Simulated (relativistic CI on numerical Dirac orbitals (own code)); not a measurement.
# Tl⁵⁸⁺: q coefficients and field-shift factors

Method of calculation: Dirac-Coulomb-Breit CI, separate exchange-only KLI orbitals for each configuration, derivatives by finite differences, unscaled Slater integrals, QED left out (own radial code, finite nucleus).

Configurations in the expansion (outside the closed core [Ne]): 3s²3p⁶3d⁵, 3s²3p⁵3d⁶, 3s²3p⁴3d⁷, 3s3p⁶3d⁶, 3p⁶3d⁷, 3s3p⁵3d⁷, 3s²3p⁶3d⁴4s, 3s²3p⁶3d³4s². Levels of other configurations are missing.

With x = (α/α₀)² − 1 an excitation energy changes as ω = ω₀ + qx; K = 2q/ω₀ is the relative enhancement. Terms are leading LS components, so labels can repeat. The field-shift factor is F = δν/δ⟨r²⟩ for the transition from the lowest level.

Lowest level 3s²3p⁶3d⁵ ²D5/2.

```
           Level  ω₀ (cm⁻¹)   q (cm⁻¹)  F (GHz/fm²)
 3s²3p⁶3d⁵ ⁶S5/2     764476     900700         32.9
 3s²3p⁶3d⁵ ⁴G7/2     868775     884000         32.9
3s²3p⁶3d⁵ ²H11/2     878975     866400         33.6
 3s²3p⁶3d⁵ ⁴D3/2     887416     898100         32.5
 3s²3p⁶3d⁵ ²G9/2     934249     884400         33.7
 3s²3p⁶3d⁵ ²D5/2     970944     897900         33.6
 3s²3p⁶3d⁵ ²F7/2    1010810     891100         33.2
 3s²3p⁶3d⁵ ⁴P1/2    1012093     930300         33.7
 3s²3p⁶3d⁵ ²D3/2    1177514     939200         36.5
 3s²3p⁶3d⁵ ⁶S5/2    1620590  1.787e+06         64.7
 3s²3p⁶3d⁵ ⁴D7/2    1704107  1.786e+06           65
3s²3p⁶3d⁵ ⁴G11/2    1705766  1.768e+06         66.2
 3s²3p⁶3d⁵ ⁴G9/2    1724492  1.774e+06         65.3
```

At this charge energies of transitions that change n are usually good to better than 1 %, and those within a shell (Δn = 0) to a few per cent.

Q: Which transition from the lowest level has the largest |K|?

A: 3s²3p⁶3d⁵ ⁶S5/2 at 764476 cm⁻¹, K = 2.36.
